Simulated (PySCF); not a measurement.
**From computed data to an observable: chemical shift, span and skew from a shielding tensor**

CHO2, SMILES [O]C=O (connectivity only; charge and spin as stated), charge -1, multiplicity 1. Atoms are numbered in the order given.

```xyz
4

O      0.0000     1.1310     0.2084
C      0.0000     0.0000    -0.3136
O      0.0000    -1.1310     0.2084
H      0.0000     0.0000    -1.4521
```
Charge -1, spin multiplicity 1.

Coordinates come from a PBE0-D3(BJ)/def2-TZVPD optimisation. The multiplicity is an assumed one; other spin states were not compared. The isomer is the one that the SMILES or the coordinates give; other isomers of the formula were not compared.

GIAO shieldings from PySCF with B3LYP/pcSseg-2, non-relativistic, no solvent. The symmetric part of the tensor of C2 has the principal values -90.1, 51.8, 67.9 ppm. The same nucleus in TMS has σ = 181.3 ppm at this level (PySCF, at its B3LYP-D3(BJ)/def2-TZVP geometry).

Q: Work out the isotropic shielding, the ¹³C shift against TMS, the span and the skew.

A: 
σ(iso) = (σ11 + σ22 + σ33)/3 = 9.9 ppm. δ = σ(ref) − σ(iso) = 181.3 − (9.9) = 171.4 ppm.
Span Ω = σ33 − σ11 = 158.0 ppm. Skew κ = 3(σ(iso) − σ22)/Ω = -0.80. Tumbling in solution averages the tensor to δ; in a static solid the shielding alone would spread this spin-1/2 line over Ω.
